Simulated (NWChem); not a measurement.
System: PbNH$_{2}$Cl, singlet; SMILES [Cl][Pb][NH2]

Here is an NWChem input.

```
start job
memory heap 200 mb stack 900 mb global 1100 mb
geometry units angstroms noautoz
  Pb    -0.253199    -0.373393    -0.000055
  Cl     0.190721     2.091048    -0.000357
  N      1.818750    -0.835469     0.001521
  H      2.230503    -1.764145     0.001731
  H      2.531037    -0.109856     0.001816
end
basis spherical
  Pb library def2-svp
  Cl library def2-svp
  N library def2-svp
  H library def2-svp
end
ecp
  Pb library def2-ecp
end
dft
  xc becke88 lyp
  iterations 150
  mulliken
end
task dft energy
```

NWChem printed, in part:

```
             Northwest Computational Chemistry Package (NWChem) 7.3.0
             --------------------------------------------------------

 CS  symmetry detected

                             Geometry "geometry" -> ""
                             -------------------------

 Output coordinates in angstroms (scale by  1.889725989 to convert to a.u.)

  No.       Tag          Charge          X              Y              Z
 ---- ---------------- ---------- -------------- -------------- --------------
    1 Pb                  82.0000    -0.23275528    -0.36136864     0.00000000
    2 Cl                  17.0000     0.07017256     2.12434438     0.00000000
    3 N                    7.0000     1.86213598    -0.70476340     0.00000000
    4 H                    1.0000     2.32608031    -1.60849746     0.00000000
    5 H                    1.0000     2.53196751     0.06021556     0.00000000

 Effective nuclear repulsion energy (a.u.)     499.7010215014

      Symmetry information
      --------------------

 Group name             Cs
 Group number              2
 Group order               2
 No. of unique centers     5

                                 NWChem DFT Module
                                 -----------------

 Summary of "ao basis" -> "ao basis" (spherical)
 ------------------------------------------------------------------------------
       Tag                 Description            Shells   Functions and Types
 ---------------- ------------------------------  ------  ---------------------
 Pb                         def2-svp                10       26   4s4p2d
 Cl                         def2-svp                 8       18   4s3p1d
 N                          def2-svp                 6       14   3s2p1d
 H                          def2-svp                 3        5   2s1p

      Symmetry analysis of basis
      --------------------------

        a'         49
        a"         19

            General Information
            -------------------
          SCF calculation type: DFT
          Wavefunction type:  closed shell.
          No. of atoms     :     5
          No. of electrons :    48
           Alpha electrons :    24
            Beta electrons :    24
          Charge           :     0
          Spin multiplicity:     1
          Use of symmetry is: on ; symmetry adaption is: on
          Maximum number of iterations: 150
          AO basis - number of functions:    68
                     number of shells:    30
          Convergence on energy requested:  1.00D-06
          Convergence on density requested:  1.00D-05
          Convergence on gradient requested:  5.00D-04

              XC Information
              --------------
                    Becke 1988 Exchange Functional  1.000
              Lee-Yang-Parr Correlation Functional  1.000

             Grid Information
             ----------------
          Grid used for XC integration:  medium
          Radial quadrature: Mura-Knowles
          Angular quadrature: Lebedev.
          Tag              B.-S. Rad. Rad. Pts. Rad. Cut. Ang. Pts.
          ---              ---------- --------- --------- ---------
          Pb                  1.80      123           9.0       590
          Cl                  1.00       88          11.0       590
          N                   0.65       49           9.0       434
          H                   0.35       45          11.0       434
          Grid pruning is: on
          Number of quadrature shells:   350
          Spatial weights used:  Erf1

      Superposition of Atomic Density Guess
      -------------------------------------

 Sum of atomic energies:        -733.92635208

      Non-variational initial energy
      ------------------------------

 Total energy =    -706.731515
 1-e energy   =   -1358.259929
 2-e energy   =     494.581150
 HOMO         =      -0.320031
 LUMO         =      -0.035582

      Symmetry analysis of molecular orbitals - initial
      -------------------------------------------------

  Numbering of irreducible representations:

     1 a'          2 a"

  Orbital symmetries:

     1 a'          2 a'          3 a'          4 a'          5 a'
     6 a"          7 a'          8 a'          9 a'         10 a"
    11 a'         12 a'         13 a'         14 a"         15 a'
    16 a"         17 a'         18 a'         19 a'         20 a'
    21 a"         22 a'         23 a"         24 a'         25 a"
    26 a'         27 a'         28 a'         29 a'         30 a'
    31 a"         32 a'         33 a'         34 a'

     ---------------------------------------------
      Total Density - Mulliken Population Analysis
     ---------------------------------------------

    Atom       Charge   Shell Charges
 -----------   ------   -------------------------------------------------------
    1 Pb  22    20.75   2.99 -0.94  1.20  0.68  3.37  2.61  0.50  0.28  9.74  0.32
    2 Cl  17    17.69   2.00  1.99  1.24  0.74  5.94  2.22  3.55  0.01
    3 N    7     8.02   1.99  1.05  0.52  2.60  1.86  0.01
    4 H    1     0.77   0.60  0.13  0.05
    5 H    1     0.78   0.60  0.14  0.05

   convergence    iter        energy       DeltaE   RMS-Dens  Diis-err
 ---------------- ----- ----------------- --------- --------- ---------
 d= 0,ls=0.0,diis     1   -708.7538706280 -8.66D+02  3.84D-02  6.29D-01
 d= 0,ls=0.0,diis     2   -707.6270943861  1.13D+00  3.04D-02  6.44D+00
 d= 0,ls=0.0,diis     3   -708.7936307346 -1.17D+00  1.15D-02  3.44D-01
 d= 0,ls=0.0,diis     4   -708.8358557734 -4.22D-02  4.74D-03  9.36D-02
 d= 0,ls=0.0,diis     5   -708.8522548474 -1.64D-02  4.48D-04  6.59D-04
  Resetting Diis
 d= 0,ls=0.0,diis     6   -708.8523274335 -7.26D-05  1.37D-04  1.23D-04
 d= 0,ls=0.0,diis     7   -708.8523463420 -1.89D-05  1.35D-04  6.89D-06
 d= 0,ls=0.0,diis     8   -708.8523415603  4.78D-06  8.64D-05  3.32D-05
 d= 0,ls=0.0,diis     9   -708.8523477546 -6.19D-06  1.44D-05  6.11D-07
 d= 0,ls=0.0,diis    10   -708.8523477845 -2.98D-08  6.86D-06  4.49D-07

         Total DFT energy =     -708.852347784484
      One electron energy =    -1361.159414568120
           Coulomb energy =      547.296431622268
    Exchange-Corr. energy =      -51.936628739321
 Nuclear repulsion energy =      156.947263900690

 Numeric. integr. density =       47.999996234912

                  Occupations of the irreducible representations
                  ----------------------------------------------

                     irrep           alpha         beta
                     --------     --------     --------
                     a'               18.0         18.0
                     a"                6.0          6.0

                       DFT Final Molecular Orbital Analysis
                       ------------------------------------

 Vector   22  Occ=2.000000D+00  E=-2.369447D-01  Symmetry=a"
              MO Center=  2.1D-01,  1.5D+00,  3.6D-16, r^2= 2.7D+00
   Bfn.  Coefficient  Atom+Function         Bfn.  Coefficient  Atom+Function
  ----- ------------  ---------------      ----- ------------  ---------------
    39      0.560167  2 Cl pz                36      0.411741  2 Cl pz
    33      0.242437  2 Cl pz                13      0.174735  1 Pb pz
    16      0.173191  1 Pb pz                50     -0.171946  3 N  pz
    53      0.131304  3 N  pz                10     -0.064847  1 Pb pz
     7     -0.063378  1 Pb pz                18     -0.052455  1 Pb d -1

 Vector   23  Occ=2.000000D+00  E=-2.209922D-01  Symmetry=a'
              MO Center=  1.7D-01,  1.6D+00,  3.3D-15, r^2= 2.7D+00
   Bfn.  Coefficient  Atom+Function         Bfn.  Coefficient  Atom+Function
  ----- ------------  ---------------      ----- ------------  ---------------
    37      0.597920  2 Cl px                34      0.433038  2 Cl px
    31      0.254398  2 Cl px                47     -0.214990  3 N  s
     3      0.192630  1 Pb s                 48     -0.160216  3 N  px
     4      0.149102  1 Pb s                  1     -0.132224  1 Pb s
    51      0.109184  3 N  px                65      0.099927  5 H  s

 Vector   24  Occ=2.000000D+00  E=-2.032400D-01  Symmetry=a"
              MO Center=  1.4D+00, -2.3D-01, -6.0D-14, r^2= 2.7D+00
   Bfn.  Coefficient  Atom+Function         Bfn.  Coefficient  Atom+Function
  ----- ------------  ---------------      ----- ------------  ---------------
    50      0.514678  3 N  pz                53     -0.430195  3 N  pz
    39      0.288139  2 Cl pz                36      0.200081  2 Cl pz
    13     -0.150890  1 Pb pz                16     -0.128319  1 Pb pz
    33      0.117651  2 Cl pz                20     -0.076579  1 Pb d  1
    10      0.054940  1 Pb pz                 7      0.053542  1 Pb pz

 Vector   25  Occ=0.000000D+00  E=-9.147719D-02  Symmetry=a"
              MO Center= -9.8D-03, -3.2D-01, -3.1D-13, r^2= 3.9D+00
   Bfn.  Coefficient  Atom+Function         Bfn.  Coefficient  Atom+Function
  ----- ------------  ---------------      ----- ------------  ---------------
    13      0.554928  1 Pb pz                16      0.540516  1 Pb pz
    50      0.270815  3 N  pz                53     -0.269044  3 N  pz
    39     -0.217422  2 Cl pz                10     -0.182838  1 Pb pz
     7     -0.176896  1 Pb pz                36     -0.132980  2 Cl pz
    33     -0.076978  2 Cl pz                20     -0.053996  1 Pb d  1

 Vector   26  Occ=0.000000D+00  E=-3.773667D-02  Symmetry=a'
              MO Center= -2.2D-01, -3.7D-01, -4.1D-16, r^2= 4.8D+00
   Bfn.  Coefficient  Atom+Function         Bfn.  Coefficient  Atom+Function
  ----- ------------  ---------------      ----- ------------  ---------------
    15      0.781401  1 Pb py                12      0.454752  1 Pb py
    38      0.399950  2 Cl py                30     -0.327465  2 Cl s
     3      0.300307  1 Pb s                 47      0.256389  3 N  s
    35      0.205907  2 Cl py                65     -0.183252  5 H  s
     9     -0.159271  1 Pb py                 6     -0.153286  1 Pb py

 Vector   27  Occ=0.000000D+00  E=-5.899605D-03  Symmetry=a'
              MO Center=  2.1D-01, -4.6D-01, -9.1D-15, r^2= 6.0D+00
   Bfn.  Coefficient  Atom+Function         Bfn.  Coefficient  Atom+Function
  ----- ------------  ---------------      ----- ------------  ---------------
    47     -0.879054  3 N  s                 14      0.806113  1 Pb px
    60      0.424007  4 H  s                  3      0.377836  1 Pb s
    11      0.328273  1 Pb px                46     -0.238639  3 N  s
    38      0.197542  2 Cl py                 1     -0.185825  1 Pb s
    65      0.172873  5 H  s                 37     -0.155465  2 Cl px

     ---------------------------------------------
      Total Density - Mulliken Population Analysis
     ---------------------------------------------

    Atom       Charge   Shell Charges
 -----------   ------   -------------------------------------------------------
    1 Pb  22    21.48   3.01 -0.94  1.36  0.49  3.37  2.65  0.90  0.54  9.66  0.45
    2 Cl  17    17.35   2.00  1.98  1.27  0.71  5.93  2.14  3.31  0.01
    3 N    7     7.37   1.99  1.00  0.48  2.41  1.49  0.01
    4 H    1     0.90   0.72  0.14  0.04
    5 H    1     0.89   0.71  0.14  0.04

     -------------------------------------------
      Total Density - Lowdin Population Analysis
     -------------------------------------------

    Atom       Charge   Shell Charges
 -----------   ------   -------------------------------------------------------
    1 Pb  22    21.70   1.49  0.48  1.09  0.76  3.09  2.72  1.08  0.76  9.29  0.95
    2 Cl  17    17.18   2.00  1.96  1.07  0.83  5.82  2.27  3.23  0.01
    3 N    7     7.22   1.97  0.75  0.47  2.21  1.80  0.02
    4 H    1     0.95   0.60  0.23  0.12
    5 H    1     0.95   0.59  0.23  0.13

     Multipole analysis of the density
     ---------------------------------

     L   x y z        total         alpha         beta         nuclear
     -   - - -        -----         -----         ----         -------
     0   0 0 0     -0.000000    -24.000000    -24.000000     48.000000

     1   1 0 0      0.063052    -13.163785    -13.163785     26.390622
     1   0 1 0     -1.400052    -21.186658    -21.186658     40.973263
     1   0 0 1     -0.000000     -0.000000     -0.000000      0.000000

     2   2 0 0    -31.967749    -82.709075    -82.709075    133.450401
     2   1 1 0     -0.551661     14.706491     14.706491    -29.964642
     2   1 0 1     -0.000000     -0.000000     -0.000000      0.000000
     2   0 2 0    -37.225056   -171.559274   -171.559274    305.893492
     2   0 1 1     -0.000000     -0.000000     -0.000000      0.000000
     2   0 0 2    -34.007598    -17.003799    -17.003799      0.000000
```

Level: BLYP/def2-SVP with def2 effective core potentials on Pb. Low-valent species are run as closed-shell singlets; no triplet was tried in these runs. The geometry was optimised at PBE0/def2-SVP. def2 effective core potentials on Pb; no spin-orbit coupling.
